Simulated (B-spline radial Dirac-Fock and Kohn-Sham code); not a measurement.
**Dipole and non-dipole photoemission parameters of Ru⁷⁺ 4s**

System: ruthenium as Ru⁷⁺, 1s2 2s2 2p6 3s2 3p6 3d10 4s2 4p6 4d1; threshold 192.1 eV (orbital energy of the model). Model: Dirac-Hartree-Slater photoionisation with a Latter tail; cross sections with all multipoles, angular parameters from the dipole term and its interference with E2. Program: a radial finite-basis atomic code.

Input file task.json (cfg lists n, l and occupation; rrms is the nuclear radius in fm):

```json
{"items": [{
  "Z": 44,
  "q": 7,
  "cfg": [[1, 0, 2], [2, 0, 2], [2, 1, 6], [3, 0, 2], [3, 1, 6], [3, 2, 10], [4, 0, 2], [4, 1, 6], [4, 2, 1]],
  "A": 102,
  "rrms": 4.4809,
  "do": "xps",
  "hv": [51.7, 64.2, 93.1, 112.0, 149.0, 166.0, 168.0, 191.0, 200, 212.0, 222.0, 289.0, 311.0, 400, 800, 1080.0, 1486.9, 1630.0, 1660.0, 2000, 2984.4, 3030.0, 3620.0, 5414.7, 6730.0, 7020.0, 7320.0, 7630.0, 8530.0, 9251.7]
}]}
```

Command: `python xray2_run.py task.json out`

```
hν (eV)  σ (kb)      β       γ
    212     163  1.985   0.317
    222     155  1.986   0.322
    289     111  1.989   0.325
    311     101  1.989   0.332
    400       ?      ?       ?
    800    22.9  1.993   0.152
   1080    13.8  1.994   0.067
 1486.9    7.92  1.995  -0.018
   1630    6.72  1.995  -0.039
   1660    6.50  1.995  -0.043
   2000    4.63  1.995  -0.074
 2984.4    2.19  1.995  -0.078
   3030    2.13  1.995  -0.076
   3620    1.50  1.996  -0.039
 5414.7   0.670  1.996   0.152
   6730   0.426  1.996   0.321
   7020   0.389  1.996   0.360
   7320   0.356  1.996   0.400
   7630   0.326  1.995   0.441
   8530   0.256  1.995   0.562
 9251.7   0.214  1.995   0.658
```

Task: Give the values at 400 eV.

Result: σ = 68.8 kb, β = 1.991, γ = 0.302. For an s subshell δ is negligible.

Values without a named source are computed, but for edge energies of neutral atoms, which are taken from tables.
